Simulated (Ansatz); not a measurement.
`SCOBCl` + silanol → `[SiH3]OBCl` + `OCS`  (ligand exchange at a B–O bond)

Program: Ansatz. Geometries: PBE0-D4/def2-TZVP. ΔE: electronic, gas phase. CCSD(T)/CBS adds triple-zeta CCSD(T) − MP2 to the extrapolated MP2 energy (def2 sets, frozen cores). This one scheme is used for every species. Functionals use def2-TZVPP. Each species was taken in one conformer, which may not be the lowest.

```
             level  ΔE (kcal/mol)  difference from CCSD(T)/CBS
            PBE-D4            1.5                          0.7
           PBE0-D4            1.1                          0.3
           ωB97X-V            1.1                          0.3
            B2PLYP            1.5                          0.7
               PBE            1.6                          0.8
              PBE0            1.2                          0.4
    MP2/def2-TZVPP            1.7                          0.9
SCS-MP2/def2-TZVPP            1.4                          0.6
   CCSD/def2-TZVPP            1.2                          0.4
CCSD(T)/def2-TZVPP            1.5                          0.7
     HF/def2-QZVPP           -0.1                         -0.9
    MP2/def2-QZVPP            1.2                          0.4
SCS-MP2/def2-QZVPP            1.0                          0.2
      HF/CBS(def2)           -0.2                         -1.0
     MP2/CBS(def2)            1.0                          0.2
    CCSD/CBS(def2)            0.6                         -0.2
       CCSD(T)/CBS            0.8                            0
```

Largest T1 diagnostic among the species: 0.013.

In def2-TZVPP, CCSD(T) changes the Hartree–Fock value by +1.4 kcal/mol (the triples alone add +0.3 kcal/mol) and MP2 by +1.6 kcal/mol.
